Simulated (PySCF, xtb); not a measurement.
Cl2W, SMILES [Cl][W][Cl] (connectivity only; charge and spin as stated), neutral, multiplicity 5.

Harmonic wavenumbers (cm⁻¹) from GFN2-xTB run with xtb at its own minimum, in rising order: 87, 359, 373.

Problem. What does B3LYP-D3(BJ)/def2-TZVP (PySCF) give at its own minimum? (Estimate from the structure and the level; the computed values follow.)

Solution. 60, 375, 385. Paired by order, the mean absolute difference is 18 cm⁻¹ and the zero-point energies are 1.2 and 1.2 kcal/mol.
